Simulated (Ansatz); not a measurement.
`CC1=CC(C)=[O+][Ti-]([CH3])([CH3])([CH3])[O]1`. Charge 0, multiplicity 1. Geometry: relaxed with PBE0-D4/def2-TZVP.

```xyz
27

C     0.551   -1.010    3.208
C     0.515   -0.329    1.878
C     1.331    0.771    1.619
C     1.203    1.503    0.440
C     1.969    2.771    0.242
O     0.429    1.167   -0.508
Ti   -0.811   -0.375   -0.866
C     0.007   -0.286   -2.790
C    -2.764    0.284   -0.969
C    -0.817   -2.457   -1.082
O    -0.310   -0.797    1.035
H     0.797   -2.064    3.062
H    -0.445   -0.973    3.656
H     1.272   -0.557    3.886
H     2.008    1.118    2.385
H     2.617    3.000    1.086
H     2.568    2.689   -0.669
H     1.265    3.593    0.089
H    -0.583   -0.881   -3.492
H    -0.003    0.766   -3.098
H     1.041   -0.642   -2.806
H    -2.990    0.989   -0.163
H    -3.443   -0.573   -0.894
H    -2.930    0.780   -1.932
H    -1.292   -2.749   -2.023
H     0.196   -2.870   -1.054
H    -1.384   -2.868   -0.239
```

**Question.** What is the dipole moment at PBE/def2-TZVPP? (An estimate is asked.)

**Answer.** Computed: 4.28 D, with components (1.98, 1.85, 3.31) D in this frame, pointing from negative to positive charge.

**Question.** And with r2SCAN, B3LYP, ωB97M-V? (Estimate.)

**Answer.** Computed: r2SCAN 4.38 D, B3LYP 4.44 D, ωB97M-V 4.48 D.

**Question.** Give the Mulliken charges with PBE, r2SCAN, B3LYP in def2-TZVPP. (Best estimate.)

**Answer.** The calculation gave: 
```tsv
atom	PBE	r2SCAN	B3LYP
C1	-0.23	-0.13	-0.23
C2	0.31	0.41	0.34
C3	-0.29	-0.34	-0.31
C4	0.31	0.41	0.34
C5	-0.23	-0.13	-0.23
O6	-0.26	-0.36	-0.34
Ti7	0.60	0.72	0.77
C8	-0.49	-0.42	-0.50
C9	-0.50	-0.42	-0.51
C10	-0.49	-0.42	-0.50
O11	-0.26	-0.36	-0.34
H12	0.11	0.08	0.11
H13	0.10	0.07	0.11
H14	0.08	0.05	0.08
H15	0.08	0.07	0.10
H16	0.08	0.05	0.08
H17	0.11	0.08	0.11
H18	0.10	0.07	0.11
H19	0.10	0.06	0.09
H20	0.11	0.07	0.10
H21	0.09	0.06	0.08
H22	0.09	0.06	0.08
H23	0.10	0.07	0.10
H24	0.10	0.07	0.09
H25	0.10	0.06	0.09
H26	0.09	0.06	0.08
H27	0.11	0.07	0.10
```

B3LYP here is the variant with VWN-RPA as its local correlation; programs differ in this.
